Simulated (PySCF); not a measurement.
Work out the structure from these simulated measurements.

Formula: C4H8FNSi2.

| Property | Result |
| --- | --- |
| 13C NMR | chemical shifts (computed TMS as zero) by class: 191.3 (1 C), 121.4 (1 C), 115.9 (1 C), 92.8 (1 C) ppm [GIAO PBE0/pcSseg-1] |
| Dipole | 3.13 D [CAM-B3LYP/def2-SVPD] |
| 1H NMR | chemical shifts (computed TMS as zero) by class: 5.81 (2 H), 4.44 (3 H), 4.32 (3 H) ppm [GIAO PBE0/pcSseg-1] |
| Rotational structure | rotational constants A, B, C: 1.707, 1.066, 0.669 GHz [GFN2-xTB] |
| Polarisability | 106.4 au [CAM-B3LYP/def2-SVPD] |
| NMR, other nuclei | isotropic shieldings of nuclei other than C and H, by class: -71 (1 N), 424 (1 F), 420 (1 Si), 433 (1 Si) ppm [GIAO PBE0/pcSseg-1] |
| UV, strongest line | among the 8 lowest singlet transitions: S2 at 5.52 eV (225 nm, f = 0.325) [TDDFT CAM-B3LYP/def2-SVPD] |

The electronic properties come from PySCF, for the isolated species, density fitting. Levels stand in brackets. One conformer (not necessarily the lowest) at the GFN2-xTB geometry, without solvent, vibrations or thermal averaging. NMR values are class means; diastereotopic atoms form classes of their own.

Problem. Give a SMILES that accounts for the data.

Solution. Numbering: `[N:1]#[C:2]/[C:3]([SiH3:4])=[C:5](/[SiH3:6])[CH2:7][F:8]`. Its formula, C4H8FNSi2, gives 3 degrees of unsaturation: 0 rings and 3 π bonds in the structure found. 4 carbons fall into 4 classes; from least to most shielded: fully substituted alkene carbon [C5] (191.3 ppm), nitrile carbon [C2] (121.4 ppm), fully substituted alkene carbon [C3] (115.9 ppm), sp3 C–F carbon [C7] (92.8 ppm). Hydrogen classes from least to most shielded: 2 H on an sp3 C–F carbon, C7 (5.81 ppm), 3 H on an SiH3 silicon, Si4 (4.44 ppm), 3 H on an SiH3 silicon, Si6 (4.32 ppm). The other shieldings belong to: -71 ppm, nitrile nitrogen [N1]; 424 ppm, alkyl fluorine [F8]; 420 ppm, SiH3 silicon [Si4]; 433 ppm, SiH3 silicon [Si6]. The optimised geometry has point group Cs and is an asymmetric top. Structure: `N#C/C([SiH3])=C(/[SiH3])CF`. Computed isomers that give other values at the same levels: `N#C/C([SiH3])=C(\[SiH3])CF` (13C chemical shifts (computed TMS as zero) by class: 177.0 (1 C), 124.9 (1 C), 123.8 (1 C), 92.9 (1 C) ppm); `C#C[Si@@H]1C[C@@H](F)[SiH2]N1` (13C chemical shifts (computed TMS as zero) by class: 102.4 (1 C), 91.2 (1 C), 90.1 (1 C), 22.0 (1 C) ppm); `C#C[Si@@H]1C[C@H](F)[SiH2]N1` (13C chemical shifts (computed TMS as zero) by class: 102.7 (1 C), 90.9 (1 C), 90.7 (1 C), 22.7 (1 C) ppm). The assignments are read from this structure; whether some other isomer fits the data as well wasn't checked.

Conformer computed: `[N:1]#[C:2]/[C:3]([SiH3:4])=[C:5](/[SiH3:6])[CH2:7][F:8]`: C3–C5–C7–F8 180°.
